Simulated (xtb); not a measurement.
CH3Cl3OTi, SMILES C[O][Ti]([Cl])([Cl])[Cl], multiplicity 1. All values are semi-empirical tight-binding results from xtb (GFN2-xTB unless named), good for trends rather than for accurate numbers. Geometry optimised at GFN2-xTB. The multiplicity is an assumed one; other spin states were not compared. The values are those of a single conformer.

Optimised geometry:

```xyz
9

Ti     0.0000     0.0000    -0.0142
Cl     1.5148     1.2387     0.8265
Cl     0.3153    -1.9312     0.8265
Cl    -1.8301     0.6925     0.8265
O      0.0000     0.0000    -1.6626
C      0.0000     0.0000    -3.0482
H     -0.7806     0.6795    -3.4165
H      0.9787     0.3363    -3.4165
H     -0.1981    -1.0158    -3.4165
```

For metal compounds this method's bond lengths and energies can be far off.

| Quantity | Value |
|---|---|
| point group as xtb finds it | C3 |
| orbital gap | 3.30 eV |
| zero-point energy | 27.2 kcal/mol |
| G − E(el) at 298.15 K (modified RRHO) | 4.4 kcal/mol |

Computed atomic charges and the Wiberg bond orders between heavy atoms:
charges (e) Ti1 0.95, Cl2 -0.28, Cl3 -0.28, Cl4 -0.28, O5 -0.40, C6 0.05, H7 0.08, H8 0.08, H9 0.08. Bond orders Ti1–Cl2 1.13, Ti1–Cl3 1.13, Ti1–Cl4 1.13, Ti1–O5 1.21, O5–C6 0.98.
